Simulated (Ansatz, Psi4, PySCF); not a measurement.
C3H7O (SMILES C[CH]OC), doublet, at a GFN2-xTB geometry. Base run: MP2/6-311G** (PySCF).

The PySCF input:
```python
from pyscf import gto, scf, mp

mol = gto.M(
    atom='''
O     0.07101639   -0.66456001    0.19109071
C    -0.06692834    0.67303357   -0.09082657
C     1.35818535   -1.19034893    0.02589577
C    -1.44549983    1.21108447   -0.04695723
H     0.68863969    1.12953665   -0.71319426
H     1.29299347   -2.25508650    0.24458366
H     1.71840718   -1.04941663   -1.00022698
H     2.07110162   -0.72074430    0.71400912
H    -1.97038421    1.09659057   -1.00448575
H    -2.01653063    0.67958044    0.71033681
H    -1.42690127    2.27340509    0.19157975
''',
    basis='6-311g**',
    spin=1,
    verbose=4,
)

mf = scf.UHF(mol)
mf.kernel()

pt = mp.MP2(mf)
pt.kernel()
print('E(MP2) = %.10f' % pt.e_tot)
```

The same geometry, method and basis name were run in Ansatz (a first-principles code) and Psi4 and PySCF, at each program's defaults and at the settings that a row names. The base is PySCF at its defaults. Differences at the defaults can come from grids, fitting, cores and function types together.

```tsv
code and settings	ΔE vs base (mEh)	basis functions	E (Eh)	SCF cycles
PySCF, defaults (exact integrals, spherical functions, all electrons correlated)	0.000	114	-193.23183	13
Psi4, defaults (density fitting with its default set, spherical functions, all electrons correlated)	0.133	114	-193.23169	15
Ansatz, defaults (factorised integrals, spherical functions, frozen core)	75.238	114	-193.15659	-
PySCF, frozen core	75.231	114	-193.15659	13
Psi4, exact integrals, spherical functions, frozen core	75.231	114	-193.15659	15
Ansatz, high accuracy, frozen core	75.231	114	-193.15659	-
```

Open shells are given as the SCF converged; they aren't shown to be the lowest states, and a large step between rows can be another state.
